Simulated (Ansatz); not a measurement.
A nudged elastic band was laid between two geometries of C$_{2}$H$_{8}$AlClSi (13 atoms, charge 0, multiplicity 1).

Level of theory: Ansatz 0.2.0, RKS PBE0/def2-SVP.

```
movable images  : 5
climbing image  : yes
spring          : 5.0 eV/Å²
optimiser       : quadratic models (default)
start path      : IDPP
force threshold : 0.05 eV/Å
iteration limit : 60
end points      : relaxed
```

Initial state:

```xyz
13
Properties=species:S:1:pos:R:3
C -1.575 -0.812 0.187
Si 0.126 -0.067 0.534
C 1.486 -1.057 -0.337
Al 0.198 2.297 -0.135
Cl -1.538 3.126 -1.035
H -2.365 -0.262 0.720
H -1.616 -1.866 0.504
H -1.807 -0.767 -0.889
H 0.393 -0.128 2.013
H 1.349 -1.051 -1.430
H 1.469 -2.107 -0.001
H 2.484 -0.649 -0.116
H 1.417 3.309 0.000
```

Final state:

```xyz
13
Properties=species:S:1:pos:R:3
C -1.631 -0.697 0.085
Si 0.033 0.083 0.519
C 1.445 -1.154 0.278
Al 0.396 2.145 -0.769
Cl -1.246 2.934 -1.859
H -1.823 -1.584 0.710
H -1.658 -1.009 -0.970
H -2.453 0.018 0.242
H 0.014 0.479 1.971
H 1.513 -1.487 -0.770
H 1.283 -2.045 0.905
H 2.415 -0.715 0.559
H 1.733 2.996 -0.886
```

(1) Which bonds break or form, and what moves?

(2) Give the energies along the band, and the barrier.

(3) What is the geometry of the highest image?

(4) What are the harmonic wavenumbers there?

Results:

(1) No bond is made or broken. The dihedral H6–C1–Si2–C3 goes from 178 to 59°.

(2) It converged. The highest image is number 3 of 0 to 6, 0.059 eV above the first end and 0.062 eV above the last; the last end lies 0.002 eV below the first. A vibrational analysis at the climbing image gives one clearly imaginary mode, 145i cm⁻¹: a first-order saddle point.

| image | path coordinate (Å) | energy (eV) | dihedral H6–C1–Si2–C3 (°) |
| --- | --- | --- | --- |
| 0 | 0.00 | 0.000 | 178 |
| 1 | 0.59 | 0.014 | 158 |
| 2 | 1.17 | 0.044 | 138 |
| 3 | 1.76 | 0.059 | 118 |
| 4 | 2.35 | 0.044 | 98 |
| 5 | 2.94 | 0.013 | 78 |
| 6 | 3.53 | -0.002 | 59 |

(3) 
```xyz
13
Properties=species:S:1:pos:R:3
C -1.638 -0.708 0.145
Si 0.052 0.066 0.525
C 1.454 -1.151 0.146
Al 0.364 2.186 -0.677
Cl -1.270 2.917 -1.821
H -2.248 -0.775 1.059
H -1.512 -1.727 -0.253
H -2.203 -0.119 -0.594
H 0.134 0.392 1.992
H 1.462 -1.434 -0.918
H 1.332 -2.071 0.740
H 2.434 -0.716 0.393
H 1.660 3.105 -0.722
```

(4) 145i, 28, 65, 139, 179, 208, 209, 358, 422, 527, 624, 641, 664, 667, 710, 761, 840, 868, 889, 1256, 1264, 1429, 1433, 1434, 1441, 1930, 2168, 3054, 3059, 3157, 3163, 3164, 3168 cm⁻¹.

The run took 110 s on 2 threads of Intel(R) Xeon(R) Platinum 8488C (Sapphire Rapids) (shared host), peak memory 0.32 GiB.
